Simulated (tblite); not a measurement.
Isomers of C6H12OSi. Computed values, GFN2-xTB/tblite, gas phase, harmonic and unscaled. This tight-binding method is rough: wavenumbers can miss measured ones by several per cent, in bad cases by 10 to 20. Modes of hydrogen on silicon can be 10 to 20 % off. One conformer each.

Electronic energies: GFN2-xTB at the same geometries; isomer energies are rough at this level and their order can be wrong.

```tsv
SMILES	electronic energy, lowest = 0 (kJ/mol)
C=C[C@@](C)(C=O)C[SiH3]	179.4
C=C(C)/C(C)=C\O[SiH3]	0.0
CC#CC[Si@@H](C)OC	103.6
C/C=C/C(=O)CC[SiH3]	126.3
```

Q: How do GFN2-xTB zero-point energies change the relative energies?

A: 
```csv
SMILES,ZPE (kJ/mol),of it from modes above 1550 cm⁻¹,electronic (kJ/mol),"with ZPE, lowest = 0 (kJ/mol)",lowest mode (cm⁻¹),rings
C=C(C)/C(C)=C\O[SiH3],414.5,224.8,0.0,0.0,10,0
CC#CC[Si@@H](C)OC,419.5,224.4,103.6,108.7,23,0
C/C=C/C(=O)CC[SiH3],415.5,222.2,126.3,127.2,42,0
C=C[C@@](C)(C=O)C[SiH3],411.6,223.6,179.4,176.5,45,0
```

The zero-point energies span 7.9 kJ/mol, from `C=C[C@@](C)(C=O)C[SiH3]` to `CC#CC[Si@@H](C)OC`. The order is unchanged.
